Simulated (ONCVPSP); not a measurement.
# What one change does to a pseudopotential (gold (Au), ONCV)

ONCVPSP 4.0.1 input, shortened (lines: element, Z, core and valence counts, functional; n l f; lmax; l rc ep ncon nbas qcut; lloc lpopt rc5 dvloc0; l nproj debl; icmod fcfact rcfact), PBE, scalar-relativistic:

```
  Au 79.00   12    2        4      upf
    1    0    2.00
    2    0    2.00
    2    1    6.00
    3    0    2.00
    3    1    6.00
    3    2   10.00
    4    0    2.00
    4    1    6.00
    4    2   10.00
    4    3   14.00
    5    0    2.00
    5    1    6.00
    5    2   10.00
    6    0    0.50
    2
    0    2.45    0.00    5    9    3.00
    1    2.20    0.18    4    8    3.80
    2    1.55    0.00    4    8    6.00
    4    5    1.15    6.00
    0    2    1.00
    1    2    3.50
    2    3    3.30
    3    3.75    1.45
```

In the p channel the program set the typed energies aside and used 0.050, 3.550 Ha.

Change: d: rc 2.06.

Cutoffs: the cutoffs (Ha) at which the residual kinetic energy of the hardest occupied pseudo-wave falls to 1 and 0.1 mHa per electron; they do not see the model core or the augmentation charge, which bear on the density cutoff. Errors are all-electron minus pseudo energies relative to the spin-unpolarised reference configuration.

**Question.** What does the change do?

**Answer.** The potential gets softer (20 Ha and 78 Ha → 16 Ha and 25 Ha); both files keep a bound ghost (s); of the 4 tests that both files solve, the error grows in 0 and shrinks in 3 by more than 15 % and 0.3 meV (median size 21.9 → 19.1 meV). A larger radius leaves more room for a smooth pseudo-wave, so fewer plane waves are needed. That the errors move this way runs against the usual rule that smaller radii transfer better.

| quantity | base | changed |
| --- | --- | --- |
| cutoff, loose | 20 Ha | 16 Ha |
| cutoff, tight | 78 Ha | 25 Ha |
| loose cutoff by channel | s 5.1 Ha, d 20 Ha | s 5.1 Ha, d 16 Ha |
| bound ghosts | s | s |
| GHOST(+) flags under 300 eV | p at 48.4 eV | p at 48.4 eV |
| error for 5d10 6s1, meV [ΔE -3.77 eV] | -1.4 | -0.7 |
| error for 5d10 6s0, meV [ΔE 5.64 eV] | -6.2 | -5.2 |
| error for 5d9 6s0, meV [ΔE 26.84 eV] | -38 | -33 |
| error for 5d9 6s2, meV [ΔE -2.08 eV] | -73 | -56 |
| s: phases at 2.48 bohr within 0.05 rad from the reference energy up to (Ha; the scan ends near 5) | 2.3 | 2.3 |
| p: phases at 2.23 bohr within 0.05 rad from the reference energy up to (Ha; the scan ends near 5) | 1.5 | 1.5 |
| rms error of d²Exc/dni dnj with the model core, mHa | 0.53 | 0.57 |

Base: The cutoffs count occupied waves only; projector 2 of the p channel, the hardest unoccupied one, needs 57 Ha at the loose tolerance. Changed file: The cutoffs count occupied waves only; projector 2 of the p channel, the hardest unoccupied one, needs 57 Ha at the loose tolerance. A true bound ghost makes a file unfit for plane-wave use even where its test errors are small: the radial tests pick states by their node count and pass the ghost by.
